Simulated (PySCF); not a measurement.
Radial density of K⁺ (potassium, charge +1)

TPSSh, [Ar], closed-shell 1S. Calculation: PySCF 2.14, in ANO-RCC-VTZP (6s5p2d1f, 38 functions); scalar relativity by spin-free X2C-1e.

```json
{"r (bohr)": "0.00141", "4πr²ρ (e/bohr)": "0.1387"}
{"r (bohr)": "0.00238", "4πr²ρ (e/bohr)": "0.3580"}
{"r (bohr)": "0.00400", "4πr²ρ (e/bohr)": "0.9062"}
{"r (bohr)": "0.00673", "4πr²ρ (e/bohr)": "2.216"}
{"r (bohr)": "0.0113", "4πr²ρ (e/bohr)": "5.087"}
{"r (bohr)": "0.0190", "4πr²ρ (e/bohr)": "10.46"}
{"r (bohr)": "0.0320", "4πr²ρ (e/bohr)": "17.82"}
{"r (bohr)": "0.0539", "4πr²ρ (e/bohr)": "22.25"}
{"r (bohr)": "0.0906", "4πr²ρ (e/bohr)": "18.49"}
{"r (bohr)": "0.152", "4πr²ρ (e/bohr)": "16.34"}
{"r (bohr)": "0.256", "4πr²ρ (e/bohr)": "22.76"}
{"r (bohr)": "0.431", "4πr²ρ (e/bohr)": "14.36"}
{"r (bohr)": "0.725", "4πr²ρ (e/bohr)": "5.196"}
{"r (bohr)": "1.22", "4πr²ρ (e/bohr)": "6.617"}
{"r (bohr)": "2.05", "4πr²ρ (e/bohr)": "2.054"}
{"r (bohr)": "3.45", "4πr²ρ (e/bohr)": "0.09587"}
{"r (bohr)": "5.80", "4πr²ρ (e/bohr)": "0.0003824"}
```

Densities and radii are taken from the X2C orbitals without a picture-change correction, which distorts them close to the nucleus.
